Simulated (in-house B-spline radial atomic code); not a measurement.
# Removing one electron from Tl II (Tl+)

Closed shell [Xe] 4f14 5d10 6s2. Computed with a B-spline radial code for spherical atoms: Koopmans values of Dirac-Hartree-Fock plus a diagonal self-energy, in second order or with its direct term screened (direct RPA, with the hole-particle interaction, or full time-dependent Hartree-Fock), linearised in energy; no-pair Dirac-Coulomb Hamiltonian, finite nucleus. Shifts add to the Koopmans value (the ΔSCF shift is orbital relaxation alone); the final value takes TDHF screening with Breit and QED.

Command:
```bash
python run_mb.py task.json out
```
Settings (nuclear radius in fm, box in bohr, cutoff in hartree):
```
basis_form          2
Z                   81
core_configuration  [Xe] 4f14 5d10 6s2
rms_radius          5.4759
mass_number         205
speed_of_light      137.036
box_radius          21.062
lmax                7
intervals           64
virtual_cutoff      26244.0
```

Cost of the run: 3.4 min on 1 thread of Arm Neoverse N1, on a shared host.

Energies in eV:

| subshell | Koopmans | ΔSCF shift | second order | direct RPA | hole-particle | TDHF | Breit + QED | final |
| --- | --- | --- | --- | --- | --- | --- | --- | --- |
| 6s1/2 | 18.763 | -0.341 | ? | ? | ? | ? | ? | ? |

Q: What does the self-energy do to 6s1/2?

A: It shifts the removal energy by 1.955 eV in second order, 0.894 with direct RPA, 0.956 with the hole-particle term and 1.137 with TDHF screening (quasi-particle weight 0.958); Breit and QED add -0.050 eV. The final value is 19.850 eV, against 20.428 eV (NIST, measured).
